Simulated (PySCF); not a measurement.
C5H12Si, charge +1, doublet, at a GFN2-xTB geometry of the parent state (a state made from the parent by changing its charge; the spin is typed, not shown lowest); PySCF with B3LYP/STO-3G.

PySCF was given this input:
```python
from pyscf import gto, scf, dft

mol = gto.Mole()
mol.atom = '''
    C     2.099693   -0.888076    1.070243
    C     1.479381    0.166694    0.565406
    Si   -0.278228    0.144715   -0.148233
    C    -0.709329    1.910472   -0.725357
    C    -1.514142   -0.418173    1.193817
    C    -0.358966   -1.059615   -1.627745
    H     3.102342   -0.842275    1.469093
    H     1.628466   -1.857144    1.108604
    H     2.011897    1.110722    0.557951
    H    -1.709508    1.956085   -1.145236
    H    -0.018912    2.256853   -1.488545
    H    -0.668738    2.616718    0.098484
    H    -1.505593    0.253991    2.046644
    H    -2.529480   -0.449105    0.809552
    H    -1.270898   -1.411231    1.558895
    H     0.323845   -0.762190   -2.418000
    H    -0.090544   -2.067771   -1.327282
    H    -1.357511   -1.098478   -2.053075
'''
mol.basis = 'sto-3g'
mol.charge = 1
mol.spin = 1
mol.verbose = 4
mol.build()

mf = dft.UKS(mol)
mf.xc = 'b3lyp'
mf.kernel()
```

The log (banner, timings and long lists left out):

```
PySCF version 2.14.0

[INPUT] verbose = 4
[INPUT] num. atoms = 18
[INPUT] num. electrons = 55
[INPUT] charge = 1
[INPUT] spin (= nelec alpha-beta = 2S) = 1
[INPUT] symmetry False subgroup None
[INPUT] Mole.unit = angstrom
[INPUT] Symbol           X                Y                Z      unit          X                Y                Z       unit  Magmom
[...]
nuclear repulsion = 296.671331033431
number of shells = 32
number of NR pGTOs = 138
number of NR cGTOs = 46
basis = sto-3g
ecp = {}

******** <class 'pyscf.dft.uks.UKS'> ********
method = UKS
initial guess = minao
damping factor = 0
level_shift factor = 0
DIIS = <class 'pyscf.scf.diis.CDIIS'>
diis_start_cycle = 1
diis_space = 8
diis_damp = 0
SCF conv_tol = 1e-09
SCF conv_tol_grad = None
SCF max_cycles = 50
direct_scf = True
direct_scf_tol = 1e-13
number electrons alpha = 28  beta = 27
XC library pyscf.dft.libxc version 7.1.2
    S. Lehtola, C. Steigemann, M. J. T. Oliveira, and M. A. L. Marques,  SoftwareX 7, 1–5 (2018)
XC functionals = b3lyp
    P. J. Stephens, F. J. Devlin, C. F. Chabalowski, and M. J. Frisch,  J. Phys. Chem. 98, 11623 (1994)
radial grids:
    Treutler-Ahlrichs [JCP 102, 346 (1995); DOI:10.1063/1.469408] (M4) radial grids

becke partition: Becke, JCP 88, 2547 (1988); DOI:10.1063/1.454033
pruning grids: <function nwchem_prune>
grids dens level: 3
symmetrized grids: False
atomic radii adjust function: <function treutler_atomic_radii_adjust>
small_rho_cutoff = 0
Set gradient conv threshold to 3.16228e-05
tot grids = 207472
init E= -481.582321238448

cycle= 1 E= -481.216990010176  delta_E= 0.365  |g|= 0.263  |ddm|= 3.48

cycle= 2 E= -481.06054398634  delta_E= 0.156  |g|= 0.47  |ddm|= 1.37
cycle= 3 E= -481.255674977561  delta_E= -0.195  |g|= 0.136  |ddm|= 1.22
cycle= 4 E= -481.272712091929  delta_E= -0.017  |g|= 0.0309  |ddm|= 0.253
cycle= 5 E= -481.27336504872  delta_E= -0.000653  |g|= 0.0244  |ddm|= 0.0861
cycle= 6 E= -481.273834024063  delta_E= -0.000469  |g|= 0.0142  |ddm|= 0.0706
cycle= 7 E= -481.274013083566  delta_E= -0.000179  |g|= 0.00541  |ddm|= 0.0266
cycle= 8 E= -481.274058559071  delta_E= -4.55e-05  |g|= 0.00231  |ddm|= 0.0227
cycle= 9 E= -481.27407360292  delta_E= -1.5e-05  |g|= 0.00133  |ddm|= 0.0166
cycle= 10 E= -481.274077736516  delta_E= -4.13e-06  |g|= 0.000885  |ddm|= 0.00633
cycle= 11 E= -481.274081495219  delta_E= -3.76e-06  |g|= 0.000435  |ddm|= 0.00876
cycle= 12 E= -481.274083298681  delta_E= -1.8e-06  |g|= 0.000251  |ddm|= 0.00748
cycle= 13 E= -481.274083687101  delta_E= -3.88e-07  |g|= 0.000137  |ddm|= 0.00257
cycle= 14 E= -481.27408406044  delta_E= -3.73e-07  |g|= 4.17e-05  |ddm|= 0.00537
cycle= 15 E= -481.274084070987  delta_E= -1.05e-08  |g|= 1.89e-05  |ddm|= 0.000491
cycle= 16 E= -481.274084072818  delta_E= -1.83e-09  |g|= 1.42e-05  |ddm|= 0.000139
cycle= 17 E= -481.274084074557  delta_E= -1.74e-09  |g|= 8.09e-06  |ddm|= 0.000352
cycle= 18 E= -481.274084074651  delta_E= -9.41e-11  |g|= 3.04e-06  |ddm|= 7.26e-05
Extra cycle  E= -481.274084074636  delta_E= 1.55e-11  |g|= 6.6e-06  |ddm|= 2.12e-05
converged SCF energy = -481.274084074636  <S^2> = 0.75423967  2S+1 = 2.0042352
```
